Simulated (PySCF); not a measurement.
Job file and geometry (Å, from GFN2-xTB) of an NMR shielding run on `C(#CC)PC(C)(C)C`, C₇H₁₃P, GIAO PBE0/pcSseg-1 NMR shielding, non-relativistic, gas phase in PySCF; density fitting, a coarse starting grid and PySCF grid level 2 are the driver's defaults:

```
$ OMP_NUM_THREADS=1 python probes_run.py task.json out

{"job": {"kind": "nmr", "xc": "PBE0", "basis": "pcSseg-1"}, "charge": 0, "multiplicity": 1}
C      3.620598     0.293679     1.494573
C      2.522889     0.448515     0.566798
C      1.595081     0.506946    -0.200882
P      0.282714     0.824648    -1.331925
C     -1.137942     0.015055    -0.375098
C     -0.795213    -1.413238     0.039432
C     -1.418607     0.873066     0.857512
C     -2.353259     0.016502    -1.302170
H      4.356567    -0.400737     1.089098
H      4.100417     1.256743     1.668904
H      3.254326    -0.095751     2.444904
H      0.543718    -0.306972    -2.126559
H     -1.618420    -1.845163     0.607986
H     -0.619794    -2.039647    -0.834413
H      0.098225    -1.429767     0.661092
H     -2.283613     0.492004     1.398927
H     -0.559867     0.868225     1.527344
H     -1.621522     1.904126     0.569528
H     -3.214818    -0.419064    -0.797855
H     -2.153065    -0.564538    -2.201851
H     -2.607336     1.032312    -1.601113
```

Q: What does the program print?

A: 
```
coarse grid: 17288 points
cycle   1  E = -615.2270767885  dE =  7.708e-01  |g| = 4.988e-01  |ddm| = 4.295e+00
cycle   2  E = -615.2144086436  dE =  1.267e-02  |g| = 5.446e-01  |ddm| = 1.255e+00
cycle   3  E = -615.2913080374  dE = -7.690e-02  |g| = 1.068e-01  |ddm| = 7.603e-01
cycle   4  E = -615.2933893971  dE = -2.081e-03  |g| = 5.494e-02  |ddm| = 1.369e-01
cycle   5  E = -615.2940964646  dE = -7.071e-04  |g| = 1.421e-02  |ddm| = 5.598e-02
cycle   6  E = -615.2941463410  dE = -4.988e-05  |g| = 3.712e-03  |ddm| = 1.885e-02
cycle   7  E = -615.2941494506  dE = -3.110e-06  |g| = 9.123e-04  |ddm| = 5.333e-03
final grid: 160224 points
cycle   8  E = -615.3463067174  dE = -7.085e-05  |g| = 9.349e-03  |ddm| = 5.533e-02
cycle   9  E = -615.3462977512  dE =  8.966e-06  |g| = 1.101e-02  |ddm| = 2.046e-02
cycle  10  E = -615.3463288190  dE = -3.107e-05  |g| = 1.698e-03  |ddm| = 1.243e-02
cycle  11  E = -615.3463294729  dE = -6.540e-07  |g| = 5.609e-04  |ddm| = 1.827e-03
cycle  12  E = -615.3463295378  dE = -6.487e-08  |g| = 2.303e-04  |ddm| = 6.794e-04
cycle  13  E = -615.3463295508  dE = -1.300e-08  |g| = 4.285e-05  |ddm| = 2.458e-04
cycle  14  E = -615.3463295512  dE = -4.557e-10  |g| = 1.046e-05  |ddm| = 8.825e-05
converged SCF energy = -615.3463295512

GIAO shielding tensors (ppm)
atom      isotropic    diamagn.    paramagn.     s11        s22        s33       span
  0 C      180.663     253.589     -72.926    172.430    172.656    196.904     24.474
  1 C       74.844     272.888    -198.044    -17.873     -3.904    246.310    264.183
  2 C      106.337     272.324    -165.987     15.391     28.281    275.338    259.947
  3 P      398.261     967.599    -569.338    341.123    354.697    498.963    157.840
  4 C      152.379     249.527     -97.148    145.283    150.716    161.139     15.856
  5 C      151.310     249.607     -98.297    128.175    142.473    183.281     55.107
  6 C      158.104     249.306     -91.201    142.440    146.806    185.067     42.628
  7 C      156.625     246.918     -90.293    140.340    142.731    186.806     46.467
  8 H       29.529      27.933       1.596     24.432     27.666     36.489     12.056
  9 H       29.559      26.517       3.042     24.282     27.719     36.675     12.392
 10 H       29.520      31.874      -2.354     24.125     28.568     35.867     11.742
 11 H       27.761      30.710      -2.949     23.584     27.341     32.357      8.773
 12 H       30.628      32.751      -2.123     26.646     28.035     37.202     10.556
 13 H       30.546      32.880      -2.334     27.137     27.842     36.658      9.521
 14 H       29.309      33.878      -4.570     24.446     29.754     33.726      9.281
 15 H       30.814      32.103      -1.290     27.163     28.092     37.185     10.022
 16 H       30.071      33.302      -3.231     25.119     29.979     35.114      9.995
 17 H       30.588      31.727      -1.138     26.830     27.844     37.091     10.261
 18 H       30.539      30.175       0.364     26.722     27.716     37.180     10.458
 19 H       30.699      30.428       0.270     26.424     28.485     37.186     10.762
 20 H       30.476      30.064       0.412     26.374     28.120     36.936     10.562
```

Size and cost of the density-fitted run: 208 basis functions, 47 s wall time on 1 thread of an Arm Neoverse V1, shared host; peak memory 0.92 GiB.
